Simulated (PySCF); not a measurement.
**TlPb and its ions**

PBE0; PySCF, scalar-relativistic core potentials, basis sets Tl cc-pVDZ-PP with ECP60, Pb cc-pVDZ-PP with ECP60. Neutral (UKS): quartet (σ ↑, π ↑↑), Re = 2.970 Å, ωe = 105 cm⁻¹, De = 1.84 eV, HOMO -4.77 eV, LUMO -2.43 eV.

TlPb⁺ (UKS): triplet (σ ↑, π ↑), Re = 3.406 Å, ωe = 58.7 cm⁻¹. The energies at the minima are -365.39386 hartree for TlPb and -365.16043 for TlPb⁺.

Task: Work out the adiabatic ionisation energy, without and with harmonic zero-point energies (1 hartree = 27.2114 eV, 1 eV = 8065.5 cm⁻¹), and the change of the bond length.

Result: At PBE0: 0.23343 hartree = 6.352 eV between the minima; the zero-point term (58.7 − 105.0)/2 cm⁻¹ = -0.003 eV makes it 6.349 eV. Re changes by +43.6 pm against the neutral. The electron leaves a π orbital, and the ion is left as a loose complex of an ion and an atom.

Spin–orbit coupling is left out, which matters for elements this heavy, above all for dissociation energies. States were picked by a PBE0 search and need not be the measured ground states.
